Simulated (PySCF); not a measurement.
Gas-phase reaction: 2 Sb(CH₃)₃ + 3 C₃H₆ (propylene) = Sb₂ + 3 CH₃C(CH₃)₂CH₃

Energies from PySCF, thermal terms from the rigid-rotor harmonic-oscillator model, ideal gas at 1 bar. † marks an energy on the PBE0/def2-TZVP geometry and frequencies. MP2 and CCSD(T) freeze the core. All species are closed-shell singlets. Sb: scalar-relativistic def2 core potential, no spin-orbit coupling. MP2 isn't extrapolated to the basis-set limit. CCSD(T) isn't extrapolated to the basis-set limit.

HF/def2-TZVP† gives ΔH°(298 K) = -282 kJ.

Question: What do CCSD(T)/def2-SVP†, MP2/def2-TZVPP†, MP2/def2-SVP† give?

Answer: CCSD(T)/def2-SVP†: -496 kJ; MP2/def2-TZVPP†: -409 kJ; MP2/def2-SVP†: -537 kJ. For scale, ΔH°(298 K) is -282 kJ at this level, -326 kJ at ωB97M-V/def2-TZVP†, and runs from -594 to -244 kJ over the 15 levels computed.
